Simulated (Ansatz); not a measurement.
`O[CH2][Zn][SH]` + H₂O → `[OH][Zn][SH]` + CH₃OH  (formal hydrolysis of a Zn–C bond)

Isolated molecules relaxed with PBE0-D4/def2-TZVP in Ansatz; ΔE leaves out vibrations. CCSD(T)/CBS is the MP2 limit (def2-TZVPP, def2-QZVPP) plus CCSD(T) − MP2 in def2-TZVPP, frozen cores. This one scheme is used for every species. DFT in def2-TZVPP. B3LYP here is the variant with VWN-RPA as its local correlation; programs differ in this. For Zn outer-core shells are correlated without core-valence functions, which leaves a few kJ/mol of doubt a bond. Scalar relativity is left out up to krypton. Each species was taken in one conformer, which may not be the lowest.

`O[CH2][Zn][SH]`:

Cartesian coordinates in Å:
```
O -0.465 0.169 -1.959
C -0.932 0.044 -0.619
Zn 0.471 0.314 0.740
S 2.077 0.653 2.174
H 0.110 -0.573 -2.154
H -1.465 -0.903 -0.466
H -1.675 0.834 -0.485
H 1.879 -0.538 2.769
```

H₂O:

```xyz
3

O    -0.161    0.272    0.227
H    -0.550   -0.154   -0.539
H     0.711   -0.118    0.313
```

`[OH][Zn][SH]`:

```xyz
5

O     0.583   -1.758    0.309
Zn   -0.179   -0.164    0.164
S    -1.224    1.702   -0.057
H     1.412   -1.780    0.790
H    -0.593    2.000   -1.206
```

CH₃OH:

Cartesian coordinates in Å:
```
C 0.348 -0.037 -0.065
O -1.035 -0.136 -0.315
H 0.861 -0.464 -0.927
H 0.654 -0.600 0.826
H 0.679 1.003 0.047
H -1.507 0.233 0.434
```

Task: Is it downhill or uphill in electronic energy at CCSD(T)/CBS, and by how much? (An estimate is asked.)

Result: Ansatz gave: Downhill: ΔE = -18.3 kcal/mol.

Task: What do these levels give: PBE-D4, r2SCAN-D4, PBE0-D4, B2PLYP, PBE, r2SCAN, B3LYP, MP2/def2-TZVPP, HF/def2-QZVPP, MP2/def2-QZVPP, HF/CBS(def2), MP2/CBS(def2)? (Estimate.)

Result: The calculation gave: PBE-D4 -15.0, r2SCAN-D4 -17.3, PBE0-D4 -16.0, B2PLYP -18.7, PBE -15.4, r2SCAN -17.5, B3LYP -17.9, MP2/def2-TZVPP -18.3, HF/def2-QZVPP -23.6, MP2/def2-QZVPP -18.8, HF/CBS(def2) -23.8, MP2/CBS(def2) -18.5 kcal/mol.

Largest T1 diagnostic among the species: 0.016.

In def2-TZVPP, CCSD(T) changes the Hartree–Fock value by +4.6 kcal/mol (the triples alone add +0.7 kcal/mol) and MP2 by +4.3 kcal/mol. The D4 term adds +0.8 kcal/mol with B3LYP and +0.4 kcal/mol with PBE0; it sums over pairs of atoms, weighted by their polarisabilities, and B3LYP, whose exchange is more repulsive, gets the larger term.
